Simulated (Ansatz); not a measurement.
Ansatz (a first-principles code) input (HF/6-31G*):

Ansatz 0.2 input:
```yaml
crystal:
  periodic: [false, false, false]
  atoms:
    - {symbol: O, position_ang: [-1.25363596, -0.77858542, -0.05651060]}
    - {symbol: B, position_ang: [-0.18265943, -0.11344279, -0.00823381]}
    - {symbol: O, position_ang: [-0.09938234, 1.33722951, -0.02493612]}
    - {symbol: O, position_ang: [1.15143916, -0.68383719, 0.07236006]}
    - {symbol: H, position_ang: [0.72588901, 1.62935000, 0.32973163]}
    - {symbol: H, position_ang: [1.80004121, -0.06059120, -0.21586936]}
basis:
  gaussian:
    orbitals: 6-31G*
hamiltonian:
  xc: {name: HF}
total_charge: -1
phonons: {temperatures: {t_min: 298.15, t_max: 298.15, t_step: 100}}
```

Task: Which harmonic wavenumbers does it give?

Result: 280, 374, 528, 529, 726, 841, 953, 1191, 1203, 1787, 4107, 4121 cm⁻¹ (unscaled; negative means imaginary).
